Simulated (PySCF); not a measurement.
## CaHg at RHF-CCSD(T)

Computed with RHF-CCSD(T); basis Ca def2-SVP, Hg def2-SVP with ECP60; scalar-relativistic core potentials; PySCF 2.14.

* state: ¹Σ⁺ (singlet), closed shell
* bond length: 4.184 Å
* harmonic wavenumber: 32.1 cm⁻¹
* force constant: 0.0202 mdyn/Å
* rotational constant Be: 0.02886 cm⁻¹
* anharmonicity ωexe: 0.509 cm⁻¹
* vibration–rotation constant αe: 0.000495 cm⁻¹
* well depth De to Ca + Hg: 0.06 eV
* dissociation energy D0: 0.05 eV

Correlated steps freeze 5 core orbitals. The bond is weak. Basis-set superposition, not corrected here, can be much of De in a small basis, most of all at correlated wavefunction levels. Spin–orbit coupling is left out.
